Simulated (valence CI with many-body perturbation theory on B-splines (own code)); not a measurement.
**Level structure of Re³⁵⁺**

Computed by valence CI with perturbative core correlation (CI+MBPT): four valence electrons over a frozen Dirac-Fock core [Kr], radial functions for each j: 9 s, 9 p, 10 d, 8 f, 5 g, 3 h, 1 i, with the one-electron correlation potential Σ1 (screened to all orders), the two-electron term Σ2, the three-electron term Σ3, Breit, model QED; selected single and double excitations, second order for the rest (own B-spline code, finite nucleus).

The last digits are not significant, and no measured levels were compared; by estimate large intervals hold to a few tenths of a per cent, small ones and those within an open d or f shell to about a per cent. Only levels of the ground parity were solved; by the run's estimate the other parity begins above the list, which can be wrong where configurations are misplaced.

Levels 1 to 34 of 34, with energies above the lowest level, (4d3/2^4) J=0. "Leading %" is the weight of the configuration and term that name the level; weights of strongly mixed levels are sums over their largest components and can fall short. In the jj column 3d3/2^4 stands for four electrons in 3d with j = 3/2. Lifetimes count E1, E2, E3, M1 and M2 decay at the calculated energies, and are blank where another channel may lead or the interval is too uncertain; long ones can be off by a factor of two.

```tsv
No.	Configuration	Term	J	E (cm⁻¹)	Leading %	Second component	Lifetime	g	Leading jj
1	4d⁴	³P	0	0	58	29 % 4d⁴ ⁵D			4d3/2^4 (98 %)
2	4d⁴	⁵D	1	127180	61	38 % 4d⁴ ³P	18.6 μs	1.497	4d3/2^3 4d5/2 (98 %)
3	4d⁴	³F	4	167660	29	24 % 4d⁴ ³H		1.078	4d3/2^3 4d5/2 (98 %)
4	4d⁴	⁵D	2	170130	43	16 % 4d⁴ ³D	630 μs	1.247	4d3/2^3 4d5/2 (89 %)
5	4d⁴	³F	3	181730	29	24 % 4d⁴ ⁵D	20.1 ms	1.152	4d3/2^3 4d5/2 (92 %)
6	4d⁴	⁵D	0	283450	65	21 % 4d⁴ ¹S	6.42 μs		4d3/2^2 4d5/2^2 (97 %)
7	4d⁴	⁵D	2	288340	45	20 % 4d⁴ ³F	9.79 μs	1.224	4d3/2^2 4d5/2^2 (91 %)
8	4d⁴	³H	4	293640	40	38 % 4d⁴ ⁵D	18.0 μs	1.154	4d3/2^2 4d5/2^2 (97 %)
9	4d⁴	⁵D	3	297860	48	36 % 4d⁴ ³G	17.9 μs	1.157	4d3/2^2 4d5/2^2 (90 %)
10	4d⁴	³H	5	313310	67	32 % 4d⁴ ³G	33.8 μs	1.083	4d3/2^2 4d5/2^2 (100 %)
11	4d⁴	³P	1	323720	44	38 % 4d⁴ ³D	15.6 μs	1.110	4d3/2^2 4d5/2^2 (94 %)
12	4d⁴	¹I	6	324630	51	49 % 4d⁴ ³H	62.5 ms	1.078	4d3/2^2 4d5/2^2 (99 %)
13	4d⁴	³F	3	337250	44	26 % 4d⁴ ³D		1.088	4d3/2^2 4d5/2^2 (96 %)
14	4d⁴	³G	4	338740	56	38 % 4d⁴ ¹G	78.3 μs	1.033	4d3/2^2 4d5/2^2 (98 %)
15	4d⁴	³D	2	342440	32	32 % 4d⁴ ³F	55.1 μs	1.088	4d3/2^2 4d5/2^2 (96 %)
16	4d⁴	³F	2	381370	48	30 % 4d⁴ ³P	11.0 μs	0.994	4d3/2^2 4d5/2^2 (95 %)
17	4d⁴	³F	4	394060	65	23 % 4d⁴ ¹G	35.9 μs	1.203	4d3/2^2 4d5/2^2 (91 %)
18	4d⁴	³P	2	429850	36	36 % 4d⁴ ¹D	127 μs	1.157	4d3/2^2 4d5/2^2 (90 %)
19	4d⁴	⁵D	4	453560	31	24 % 4d⁴ ¹G	7.53 μs	1.146	4d3/2 4d5/2^3 (90 %)
20	4d⁴	³F	3	455630	44	26 % 4d⁴ ⁵D	6.56 μs	1.180	4d3/2 4d5/2^3 (96 %)
21	4d⁴	³P	0	469460	62	37 % 4d⁴ ¹S			4d3/2^2 4d5/2^2 (65 %)
22	4d⁴	³D	1	471000	54	27 % 4d⁴ ³P	5.08 μs	0.954	4d3/2 4d5/2^3 (96 %)
23	4d⁴	³G	5	474940	67	32 % 4d⁴ ³H	13.6 μs	1.142	4d3/2 4d5/2^3 (100 %)
24	4d⁴	³H	6	479120	51	49 % 4d⁴ ¹I	15.6 μs	1.081	4d3/2 4d5/2^3 (99 %)
25	4d⁴	³F	2	499610	48	39 % 4d⁴ ³P	7.75 μs	1.061	4d3/2 4d5/2^3 (92 %)
26	4d⁴	³D	3	506000	36	34 % 4d⁴ ¹F	10.7 μs	1.090	4d3/2 4d5/2^3 (97 %)
27	4d⁴	¹S	0	534030	78	17 % 4d⁴ ³P	15.5 μs		4d3/2 4d5/2^3 (60 %)
28	4d⁴	³P	1	548870	90	7 % 4d⁴ ³D	8.60 μs	1.425	4d3/2 4d5/2^3 (98 %)
29	4d⁴	³F	3	549180	65	31 % 4d⁴ ¹F	13.0 μs	1.060	4d3/2 4d5/2^3 (99 %)
30	4d⁴	¹G	4	554730	68	22 % 4d⁴ ³F	9.88 μs	1.047	4d3/2 4d5/2^3 (96 %)
31	4d⁴	¹D	2	564800	64	26 % 4d⁴ ³P	11.6 μs	1.117	4d3/2 4d5/2^3 (83 %)
32	4d⁴	³F	4	638790	47	21 % 4d⁴ ¹G	4.80 μs	1.161	4d5/2^4 (96 %)
33	4d⁴	¹D	2	671450	38	24 % 4d⁴ ³D	4.66 μs	1.080	4d5/2^4 (89 %)
34	4d⁴	¹S	0	750950	50	47 % 4d⁴ ³P	3.48 μs		4d5/2^4 (88 %)
```

The ionisation energy to 4d³ ⁴F3/2 of the next ion comes out as 1530.8 eV (NIST: 1530 ± 5 eV (theoretical)). All 34 levels together are meant to be complete up to 781000 cm⁻¹.
